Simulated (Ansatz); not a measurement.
`F[SiH2][S][AlH2]` + `SS` → `F[SiH2]SS` + `[AlH2][SH]` at 500 K and 1 bar (ligand exchange at the Si–S bond).

Gas-phase electronic energies from Ansatz, PBE0-D4/def2-TZVP geometries. CBS: MP2 limit from def2 TZ/QZ plus the TZ coupled-cluster correction, frozen cores. This one scheme is used for every species. One conformer a species, not always the lowest.

```
           species  CCSD(T)/CBS energy (Eh)  H − E (kJ/mol)  S (J/(mol·K))
`F[SiH2][S][AlH2]`              -1031.18703           139.3          408.3
              `SS`               -796.74576            70.8          278.5
       `F[SiH2]SS`              -1186.31147           122.7          382.7
      `[AlH2][SH]`               -641.61836            86.7          303.7
```

H − E and S are ideal-gas, rigid-rotor, harmonic terms from PBE0-D4/def2-TZVP, for one conformer and one mirror image of each species. 1 Eh = 2625.50 kJ/mol, R = 8.31446 J/(mol·K).

By hand: ΔE, ΔH, ΔS and ΔG.

ΔE = (-1186.31147) + (-641.61836) − (-1031.18703) − (-796.74576) = 0.00296 Eh = 7.8 kJ/mol. Δ(H − E) = 122.7 + 86.7 − 139.3 − 70.8 = -0.7, so ΔH = 7.1 kJ/mol. ΔS = 382.7 + 303.7 − 408.3 − 278.5 = -0.4 J/(mol·K). ΔG = 7.1 − 500 × (-0.4)/1000 = 7.3 kJ/mol.

By hand: the equilibrium constant, and the temperature at which ΔG would vanish if ΔH and ΔS stayed fixed.

log₁₀ K = −ΔG/(RT ln 10) = -0.8. ΔH and −TΔS have one sign here, so there is no such temperature. One of them is within its doubt of zero, so this could turn.

The number of gas molecules stays the same, so ΔS is small and ΔH decides. A doubt of 5 kJ/mol in ΔE shifts log₁₀ K by 0.5 here. Other conformers and mirror images would add mixing entropy, several J/(mol·K) or more a flexible species. Modes under 60 cm⁻¹, often nearly free rotors, make the harmonic entropy too high. These are equilibria of isolated gas molecules and say nothing of rates. Largest T1 diagnostic: 0.012 (customary marks: 0.02 for closed shells, 0.045 for open ones).
